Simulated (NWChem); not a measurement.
Everything below was run with NWChem. System: FGa, charge 0, spin multiplicity 1, at a geometry optimised with B3LYP/def2-SVP. The structure started from a generated list of species. Level: MP2/def2-TZVP, 10 core orbitals frozen.

NWChem printed:

```
             Northwest Computational Chemistry Package (NWChem) 7.3.0
             --------------------------------------------------------

                                NWChem Input Module
                                -------------------

 Scaling coordinates for geometry "geometry" by  1.889725989
 (inverse scale =  0.529177249)

 Turning off AUTOSYM since
 SYMMETRY directive was detected!

                             Geometry "geometry" -> ""
                             -------------------------

 Output coordinates in angstroms (scale by  1.889725989 to convert to a.u.)

  No.       Tag          Charge          X              Y              Z
 ---- ---------------- ---------- -------------- -------------- --------------
    1 Ga                  31.0000     0.00000000     0.00000000    -0.40186100
    2 F                    9.0000     0.00000000     0.00000000     1.38418800

 Effective nuclear repulsion energy (a.u.)      82.6631590012

            Nuclear Dipole moment (a.u.)
            ----------------------------
        X                 Y               Z
 ---------------- ---------------- ----------------
     0.0000000000     0.0000000000     0.0000018897

      Symmetry information
      --------------------

 Group name             C2v
 Group number             16
 Group order               4
 No. of unique centers     2

      Symmetry unique atoms

     1    2


 Summary of "ao basis" -> "" (spherical)
 ------------------------------------------------------------------------------
       Tag                 Description            Shells   Functions and Types
 ---------------- ------------------------------  ------  ---------------------
 *                         def2-tzvp                  on all atoms

 Summary of "ao basis" -> "ao basis" (spherical)
 ------------------------------------------------------------------------------
       Tag                 Description            Shells   Functions and Types
 ---------------- ------------------------------  ------  ---------------------
 Ga                        def2-tzvp                16       48   6s5p4d1f
 F                         def2-tzvp                11       31   5s3p2d1f

                                 NWChem SCF Module
                                 -----------------

  ao basis        = "ao basis"
  functions       =    79
  atoms           =     2
  closed shells   =    20
  open shells     =     0
  charge          =   0.00
  wavefunction    = RHF
  use symmetry    = T
  symmetry adapt  = T

 Summary of "ao basis" -> "ao basis" (spherical)
 ------------------------------------------------------------------------------
       Tag                 Description            Shells   Functions and Types
 ---------------- ------------------------------  ------  ---------------------
 Ga                        def2-tzvp                16       48   6s5p4d1f
 F                         def2-tzvp                11       31   5s3p2d1f

      Symmetry analysis of basis
      --------------------------

        a1         35
        a2          8
        b1         18
        b2         18

 Forming initial guess at       0.1s

      Superposition of Atomic Density Guess
      -------------------------------------

 Sum of atomic energies:       -2022.64276265

      Non-variational initial energy
      ------------------------------

 Total energy =   -2022.527797
 1-e energy   =   -2989.066590
 2-e energy   =     883.875634
 HOMO         =      -0.330231
 LUMO         =       0.014161

      Symmetry analysis of molecular orbitals - initial
      -------------------------------------------------

 !! scf_movecs_sym_adapt:   52 vectors were symmetry contaminated

  Symmetry fudging

 !! scf_movecs_sym_adapt:   46 vectors were symmetry contaminated

  Numbering of irreducible representations:

     1 a1          2 a2          3 b1          4 b2

  Orbital symmetries:

     1 a1          2 a1          3 a1          4 b1          5 b2
     6 a1          7 a1          8 a1          9 b1         10 b2
    11 a1         12 a1         13 b1         14 b2         15 a1
    16 a2         17 a1         18 b2         19 b1         20 a1
    21 b1         22 b2         23 a1         24 a2         25 a1
[...]
   12   -1.2069
   13   -1.2069
   14   -1.2019
   15   -1.2019
   16   -1.1976
   17   -0.6337
   18   -0.5771
   19   -0.5771
   20   -0.3665
   21    0.0425
   22    0.0425
   23    0.1222
   24    0.2839
   25    0.2839
   26    0.3010
   27    0.3320
   28    0.3320
   29    0.3404
   30    0.3839

                       ROHF Final Molecular Orbital Analysis
                       -------------------------------------

 Vector   18  Occ=2.000000D+00  E=-5.771285D-01  Symmetry=b2
              MO Center=  4.8D-30,  1.0D-15,  1.3D+00, r^2= 5.7D-01
   Bfn.  Coefficient  Atom+Function         Bfn.  Coefficient  Atom+Function
  ----- ------------  ---------------      ----- ------------  ---------------
    55      0.474335  2 F  py                58      0.416295  2 F  py
    61      0.274914  2 F  py

 Vector   19  Occ=2.000000D+00  E=-5.771285D-01  Symmetry=b1
              MO Center=  1.2D-15,  6.5D-30,  1.3D+00, r^2= 5.7D-01
   Bfn.  Coefficient  Atom+Function         Bfn.  Coefficient  Atom+Function
  ----- ------------  ---------------      ----- ------------  ---------------
    54      0.474335  2 F  px                57      0.416295  2 F  px
    60      0.274914  2 F  px

 Vector   20  Occ=2.000000D+00  E=-3.664557D-01  Symmetry=a1
              MO Center=  2.4D-16,  7.8D-16, -7.2D-01, r^2= 2.3D+00
   Bfn.  Coefficient  Atom+Function         Bfn.  Coefficient  Atom+Function
  ----- ------------  ---------------      ----- ------------  ---------------
     6      0.574632  1 Ga s                  5      0.524595  1 Ga s
     4     -0.254630  1 Ga s                 18     -0.204812  1 Ga pz
     3     -0.175603  1 Ga s                 56      0.163568  2 F  pz

 Vector   21  Occ=0.000000D+00  E= 4.246427D-02  Symmetry=b1
              MO Center= -1.5D-14,  1.7D-29, -5.6D-01, r^2= 4.6D+00
   Bfn.  Coefficient  Atom+Function         Bfn.  Coefficient  Atom+Function
  ----- ------------  ---------------      ----- ------------  ---------------
    19      0.852094  1 Ga px                16      0.260728  1 Ga px

 Vector   22  Occ=0.000000D+00  E= 4.246427D-02  Symmetry=b2
              MO Center=  9.9D-30, -8.6D-15, -5.6D-01, r^2= 4.6D+00
   Bfn.  Coefficient  Atom+Function         Bfn.  Coefficient  Atom+Function
  ----- ------------  ---------------      ----- ------------  ---------------
    20      0.852094  1 Ga py                17      0.260728  1 Ga py

 Vector   23  Occ=0.000000D+00  E= 1.222291D-01  Symmetry=a1
              MO Center=  1.0D-14,  1.5D-15, -4.3D-01, r^2= 5.8D+00
   Bfn.  Coefficient  Atom+Function         Bfn.  Coefficient  Atom+Function
  ----- ------------  ---------------      ----- ------------  ---------------
    21      1.105513  1 Ga pz                53     -0.612924  2 F  s
     6      0.472297  1 Ga s                 62      0.150505  2 F  pz

 center of mass
 --------------
 x =   0.00000000 y =   0.00000000 z =  -0.03011542

 moments of inertia (a.u.)
 ------------------
         169.658136219195           0.000000000000           0.000000000000
           0.000000000000         169.658136219195           0.000000000000
           0.000000000000           0.000000000000           0.000000000000

  Mulliken analysis of the total density
  --------------------------------------

    Atom       Charge   Shell Charges
 -----------   ------   -------------------------------------------------------
    1 Ga  31    30.48   2.00  2.00  1.18  0.78  0.98  0.97  5.98  4.43  1.57  0.35  0.11  8.90  1.13  0.01  0.06  0.04
    2 F    9     9.52   0.77  1.20  0.59  1.00  0.36  2.23  2.27  1.10  0.00  0.00  0.00

       Multipole analysis of the density wrt the origin
       ------------------------------------------------

     L   x y z        total         open         nuclear
     -   - - -        -----         ----         -------
     0   0 0 0     -0.000000      0.000000     40.000000

     1   1 0 0     -0.000000      0.000000      0.000000
     1   0 1 0     -0.000000      0.000000      0.000000
     1   0 0 1     -0.900695      0.000000      0.000002

     2   2 0 0    -14.048080      0.000000      0.000000
     2   1 1 0     -0.000000      0.000000      0.000000
     2   1 0 1     -0.000000      0.000000      0.000000
     2   0 2 0    -14.048080      0.000000      0.000000
     2   0 1 1      0.000000      0.000000      0.000000
     2   0 0 2    -20.105612      0.000000     79.456352

                   NWChem MP2 Semi-direct Energy/Gradient Module
                   ---------------------------------------------

  Basis functions       =     79
  Molecular orbitals    =     79
  Frozen core           =     10
  Frozen virtuals       =      0
  Active alpha occupied =     10
  Active beta occupied  =     10
  Active alpha virtual  =     59
  Active beta virtual   =     59
  Use MO symmetry       = T
  Use skeleton AO sym   = T

  AO/Fock/Back tols     =   1.0D-09  1.0D-09  1.0D-09

 GA uses MA = F    GA memory limited = T

 Available:
  local mem=  1.26D+08
 global mem=  1.44D+08
 local disk=  0.00D+00
  mp2_memr nvloc                    59
  nvloc new                    59
   1 passes of  10:        4194304                      42219                   6269471.
   1 passes of  10: M    126148683           G      144166718           F     121954379.

 Semi-direct pass number   1 of   1  for RHF alpha+beta  at        1.5s
  vrange nnbf                  3120
  mp2_eaftype                    23  avail_ma_in_mb                  1099
 EAF : mp2_eaftype filesize          23    3134735.
  mp2_eaf for mointskh                     23
Node 0 wrote     14.7 Mb in      0.0 s     Agg I/O rate:  2361.4 Mb/s
 Done moints_semi at        4.5s
  mp2_eaftype                    23  avail_ma_in_mb                  1076
 EAF : mp2_eaftype filesize          23    3134735.
  mp2_eaf for kh                    23
 Done maket at        4.6s
 Done multipass loop at        4.6s

          -------------------------------------------
          SCF energy               -2022.789885389496
          Correlation energy          -0.452558279582
          Singlet pairs               -0.259159585228
          Triplet pairs               -0.193398694354
          Total MP2 energy         -2023.242443669077
          -------------------------------------------

          ---------------------------------------------------
                    Spin Component Scaled (SCS) MP2
          Same spin pairs                     -0.128932462902
          Same spin scaling factor             0.333333333333
          Opposite spin pairs                 -0.323625816679
          Opposite spin scaling fact.          1.200000000000
          SCS-MP2 correlation energy          -0.431328467649
          Total SCS-MP2 energy             -2023.221213857145
          ---------------------------------------------------

 -----------------------
 Performance information
 -----------------------

 Timer overhead =  1.24D-07 seconds/call

               Nr. of calls         CPU time (s)                 Wall time (s)                GFlops
             ---------------    -------------------     ------------------------------   -------------------
Name         Min   Avg   Max    Min     Avg     Max     Min     Avg     Max   Mx/calls   Min     Max     Sum
mp2: moin     1     1     1    3.0     3.0     3.0      3.0     3.0     3.0     3.0      0.0     0.0     0.0
mp2: make     1     1     1   9.52E-2 9.52E-2 9.52E-2  9.52E-2 9.52E-2 9.52E-2 9.52E-2   0.0     0.0     0.0
mp2: tota     1     1     1    3.1     3.1     3.1      3.1     3.1     3.1     3.1      0.0     0.0     0.0

 The average no. of pstat calls per process was 3.00D+00
 with a timing overhead of 3.71D-07s

 Task  times  cpu:        4.6s     wall:        4.6s

 Total times  cpu:        4.6s     wall:        4.6s
```

**Question.** Write an NWChem input that would produce this output.

**Answer.** One answer among several that fit: 
```
start mol
memory heap 200 mb stack 900 mb global 1100 mb
geometry units angstroms nocenter noautoz
  Ga     0.000000     0.000000    -0.401861
  F      0.000000     0.000000     1.384188
  symmetry group C2v
end
basis spherical
  * library def2-tzvp
end
scf
  rhf
  nopen 0
  maxiter 100
  thresh 1e-7
  semidirect memsize 60000000 filesize 0
end
mp2
  freeze core 10
end
task mp2 energy
```
